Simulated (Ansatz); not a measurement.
Ideal-gas functions of AgCl, SMILES `[Cl][Ag]` at 298.15 K and 1 bar, from an Ansatz frequency run at PBE0-D4/def2-TZVP.

Molar mass 143.32 g/mol, point group C∞v (symmetry number 1), electronic degeneracy 1, moments of inertia 139.414 u Å². Harmonic wavenumbers (cm⁻¹, unscaled): 334.

Use S(trans) = R[1.5 ln M + 2.5 ln T − 1.1517]; rotational temperatures θ = 24.2544 K / I; S(rot) = R[ln(T/σθ) + 1]; for each mode x = 1.438777 ν̃/T, S = R[x/(eˣ − 1) − ln(1 − e⁻ˣ)] and H = RT x/(eˣ − 1); 1 cm⁻¹ = 0.0119627 kJ/mol; R = 8.31446 J/(mol·K).

Task: By hand: the entropy, in J/(mol·K).

Result: Translation 170.8. Rotation: θ = 0.174 K, giving 70.2. Vibration, mode by mode: 5.19, in all 5.2. Electronic 0.0. Sum 246.2 J/(mol·K).

Task: By hand: H − E and G − E in kJ/mol, counted from the electronic energy.

Result: Zero-point energy ½ × 334 × 0.0119627 = 2.0; thermal vibration 1.0; translation, rotation and pV give 3.5 RT = 8.7. H − E = 11.7 kJ/mol, and G − E = 11.7 − 298.15 × 246.2/1000 = -61.7 kJ/mol.

Vibration gives 2 % of the entropy.
